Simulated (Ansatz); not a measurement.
Reactions of `[SiH3][N]([SiH3])[Ag]`.

Program: Ansatz. Geometries: PBE0-D4/def2-TZVP. ΔE: electronic, gas phase. CBS: MP2 limit from def2 TZ/QZ plus the TZ coupled-cluster correction, frozen cores. This one scheme is used for every species, atoms too. No spin–orbit coupling; open shells (•) take unrestricted orbitals. Spin–orbit coupling would lower the free atoms: a little for Si. Elements past krypton have def2 core potentials. For Ag, Br, I outer-core shells are correlated without core-valence functions, so the limit isn't a true one: a few kJ/mol of doubt a bond, and 10 to 20 or more in all where bonds break to atoms. Scalar relativity is left out up to krypton.

```tsv
reaction	CCSD(T)/CBS(def2) (kcal/mol)
`[SiH3][N]([SiH3])[Ag]` + H–F → `[F][Ag]` + `[SiH3]N[SiH3]`	1.3
`[SiH3][N]([SiH3])[Ag]` + H₂ → `[AgH]` + `[SiH3]N[SiH3]`	-6.5
`[SiH3][N]([SiH3])[Ag]` + CH₃SH → `C[S][Ag]` + `[SiH3]N[SiH3]`	-18.9
`[SiH3][N]([SiH3])[Ag]` → Ag• + `[SiH3][N][SiH3]`•	?
`[SiH3][N]([SiH3])[Ag]` + HI → `[Ag][I]` + `[SiH3]N[SiH3]`	-43.2
`[SiH3][N]([SiH3])[Ag]` + HCl → `[Cl][Ag]` + `[SiH3]N[SiH3]`	-27.3
`[SiH3][N]([SiH3])[Ag]` → Ag• + 6 H• + N• + 2 Si•	683.0
`[SiH3][N]([SiH3])[Ag]` + HBr → `[Br][Ag]` + `[SiH3]N[SiH3]`	?
```

(1) Fill in the missing values. (Best estimate.)

Largest T1 diagnostic: 0.026, for `[AgH]`, so its coupled-cluster energy is less sure.

Results:

(1) Computed: `[SiH3][N]([SiH3])[Ag]` → Ag• + `[SiH3][N][SiH3]`•: +58.3 kcal/mol; `[SiH3][N]([SiH3])[Ag]` + HBr → `[Br][Ag]` + `[SiH3]N[SiH3]`: -35.4 kcal/mol.
